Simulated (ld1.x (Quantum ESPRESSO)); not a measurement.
# aluminium, TM semilocal: configuration errors across variants

- Element: aluminium (Al)
- Generator: ld1.x (Quantum ESPRESSO) 7.5
- Type: norm-conserving Troullier–Martins (semilocal form)
- Functional: PBE
- Relativity: scalar-relativistic
- Frozen core: [Ne]
- Valence charge: 3
- Reference configuration: 3s2 3p0 (charge +1)
- Partial waves: 3p (bound, empty): rc 1.70 bohr; 3s (bound): rc 2.10 bohr
- Local potential: the s channel
- Core correction: none

All-electron excitation energies from the reference (eV): (1) 3s2 3p1 -5.761; (2) 3s1 3p0 19.225; (3) 3s2 3p0.5 -3.676; (4) 3s2 3p1.3 -6.336; (5) 3s1 3p1 5.810; (6) 3s1 3p2 -0.622; (7) 3s0 3p3 4.689.

A semilocal file is local in each channel, so a ghost entry of none says nothing of the separable form that plane-wave codes build from it.

Tests that are not counted but printed errors over 1 eV. “wave 3p (bound): rc 1.70 bohr becomes 3p (bound): rc 1.10 bohr”: 3s1 3p2 (solver errors, printed error -41.4 eV); 3s0 3p3 (solver errors, printed error -28.0 eV); 2 more.

A true bound ghost makes a file unfit for plane-wave use even where its test errors are small: the radial tests pick states by their node count and pass the ghost by. Where a test does run into it, the solver fails or the error is huge.

Errors AE − PS in meV (a dash: test not solved or not reliable):

```csv
change,(1),(2),(3),(4),(5),(6),(7),bound ghosts
base,-1.6,+27,-0.6,-2.0,+12,+5.9,+34,none
wave 3p (bound): rc 1.70 bohr becomes 3p (bound): rc 1.10 bohr,-3291,+27,+1620,–,–,–,–,p
wave 3p (bound): rc 1.70 bohr becomes 3p (bound): rc 1.24 bohr,+67,+27,+35,+77,+249,+289,+689,none
wave 3p (bound): rc 1.70 bohr becomes 3p (bound): rc 1.42 bohr,+7.7,+27,+3.7,+9.4,+39,+48,+158,none
wave 3p (bound): rc 1.70 bohr becomes 3p (bound): rc 1.62 bohr,-0.9,+27,-0.3,-1.1,+15,+10,+46,none
wave 3p (bound): rc 1.70 bohr becomes 3p (bound): rc 2.08 bohr,-1.5,+27,-0.4,-1.9,+9.8,+4.2,+26,none
wave 3p (bound): rc 1.70 bohr becomes 3p (bound): rc 2.22 bohr,-1.4,+27,-0.4,-1.9,+9.7,+4.2,+26,none
wave 3p (bound): rc 1.70 bohr becomes 3p (bound): rc 2.44 bohr,-1.4,+27,-0.4,-1.9,+9.6,+4.2,+26,none
wave 3p (bound): rc 1.70 bohr becomes 3p (bound): rc 2.56 bohr,-1.4,+27,-0.4,-1.9,+9.8,+4.3,+26,none
```

(1) Give the same row for: wave 3p (bound): rc 1.70 bohr becomes 3p (bound): rc 1.88 bohr.

## Answers

(1) -1.7, +27, -0.6, -2.2, +10, +4.0, +26; bound ghosts: none.
